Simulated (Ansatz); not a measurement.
SeOCl2 (SeCl₂O). The state is a singlet with charge 0. Geometry B3LYP-D4/def2-SVP, basis def2-TZVP, Ansatz.

```csv
atom,x (Å),y (Å),z (Å)
Se1,0.490,-0.391,0.248
O2,1.397,0.365,-0.835
Cl3,-0.570,1.207,1.439
Cl4,-1.316,-1.181,-0.852
```

```
run  HOMO (eV)  LUMO (eV)
  A      -9.01      -3.25
  B      -8.53      -3.69
  C     -11.52      -1.13
  D      -7.60      -3.89
  E     -11.08      -1.21
  F     -10.17      -2.37
```

LC-ωPBE has ω = 0.4 bohr⁻¹.

Problem. The runs used BHLYP, BLYP, LC-ωPBE, PBE0, r2SCANh, ωB97M-V. Estimate which is which.

Solution. A PBE0 (25 % exact exchange); B r2SCANh (10 % exact exchange); C LC-ωPBE (range-separated); D BLYP (0 % exact exchange); E ωB97M-V (range-separated); F BHLYP (50 % exact exchange). Exact exchange lowers occupied and raises empty levels; among semilocal functionals meta-GGAs tend to open the gap a little, and such runs are hard to tell apart. The gap grows from 3.70 eV (BLYP) to 10.40 eV (LC-ωPBE).
